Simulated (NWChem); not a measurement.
System: MgHSeCl; SMILES [Cl][Mg][SeH]

```xyz
4

Mg     0.0070    -0.7388     0.0000
Cl     0.0150    -2.9407     0.0000
Se     0.0324     1.6814     0.0000
H     -1.4414     1.6907     0.0000
```
Atoms are numbered in this order, from 1.

All runs: NWChem. Pople sets run with spherical d functions. The geometry was optimised at PBE0/def2-SVP. Total energies compare along this basis series because the functional is fixed.

```csv
level,basis functions,energy (Ha),highest occupied level (eV),orbital gap (eV),dipole (D),relative time
B3LYP/STO-3G,37,-3028.3660,-3.38,6.32,1.19,1
B3LYP/3-21G,50,-3047.8582,-6.76,4.65,1.66,1
B3LYP/6-31G*,70,-3062.2899,-6.79,4.86,1.06,5
B3LYP/6-311G**,102,-3062.6069,-6.89,4.88,1.21,5
```

Relative times are rough (shared machine, one core).
